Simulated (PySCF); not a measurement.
Species: C4H5F3.
Bonds: C1–C2, C2–C3, C3–F4, C3–C5 (double), C5–F6, C5–F7. Hydrogens: H8, H9, H10 on C1; H11, H12 on C2.

Computed by this run: PBE0-D3(BJ)/def2-SVP geometry optimisation, gas phase in PySCF 2.14.0; density fitting, grid level 1; the optimiser is geomeTRIC in internal coordinates, started from a GFN2-xTB structure with every atom displaced at random (about 0.01 Å).

At the end of the run (lengths in Å): C1–C2 1.525, C5–F7 1.315, C2–H11 1.105, C1–H9 1.101, C5–F6 1.309, C1–H10 1.100, C3–F4 1.339, C3–C5–F6 124.6°, C2–C3–C5 126.4°, C3–C5–F7 123.4°, C1–C2–C3 112.6°, C1–C2–C3–F4 58°, C2–C3–C5–F6 180°, H11–C2–C3–F4 -64°.

**Question.** These geometries were met on the way; a selection of coordinates is given. Order them by energy above the end point, lowest first.
A. C1–C2 1.526, C5–F7 1.310, C2–H11 1.106, C1–H9 1.099, C5–F6 1.311, C1–H10 1.102, C3–F4 1.340, C3–C5–F6 120.5°, C2–C3–C5 129.6°, C3–C5–F7 126.0°, C1–C2–C3 113.0°, C1–C2–C3–F4 64°, C2–C3–C5–F6 -178°, H11–C2–C3–F4 -55°
B. C1–C2 1.503, C5–F7 1.335, C2–H11 1.085, C1–H9 1.120, C5–F6 1.328, C1–H10 1.084, C3–F4 1.331, C3–C5–F6 127.0°, C2–C3–C5 126.1°, C3–C5–F7 123.4°, C1–C2–C3 110.0°, C1–C2–C3–F4 70°, C2–C3–C5–F6 179°, H11–C2–C3–F4 -49°
C. C1–C2 1.526, C5–F7 1.315, C2–H11 1.104, C1–H9 1.101, C5–F6 1.311, C1–H10 1.100, C3–F4 1.342, C3–C5–F6 124.8°, C2–C3–C5 126.8°, C3–C5–F7 123.2°, C1–C2–C3 112.7°, C1–C2–C3–F4 63°, C2–C3–C5–F6 178°, H11–C2–C3–F4 -58°

**Answer.** C (0.005 eV), A (0.041 eV), B (0.097 eV).

| step | E above end (eV) | rms distance from the end, all atoms (Å) | largest force (eV/Å) | rms shift of all bonds from the end (Å) |
| --- | --- | --- | --- | --- |
| 3 | 0.005 | 0.074 | 0.169 | 0.001 |
| 1 | 0.041 | 0.095 | 0.582 | 0.002 |
| 0 | 0.097 | 0.130 | 1.571 | 0.015 |

Rows stand in the order of the answer.
